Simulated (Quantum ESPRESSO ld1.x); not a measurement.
The numbers below are computed, except where a source is named.
Q: Orbital eigenvalues (eV) of the gallium ion Ga+, [Ar] 3d10 4s2, of relativity; Dirac values are averaged over j with weights 2j + 1. Spin-unpolarised spherical Kohn-Sham, LDA (Slater exchange, VWN5 correlation), point nucleus, ld1.x of Quantum ESPRESSO 7.5. A level marked "c x" has the speed of light scaled by that factor.

| shell | non-rel. |
|---|---|
| 1s | -10081 |
| 2s | -1238.3 |
| 2p | -1099.3 |
| 3s | -150.99 |
| 3p | -105.90 |
| 3d | -28.366 |
| 4s | -16.356 |
| 4p (empty) | -9.3227 |
| 5s (empty) | -3.7814 |

Give the values at the level "Dirac, c x 3".

A: 
shell       Dirac, c x 3  change of magnitude (%)
1s                -10096                    +0.15
2s               -1241.5                    +0.26
2p               -1100.1                    +0.07
3s               -151.50                    +0.34
3p               -106.02                    +0.12
3d               -28.299                    -0.24
4s               -16.388                    +0.19
4p (empty)       -9.3201                    -0.03
5s (empty)       -3.7842                    +0.08
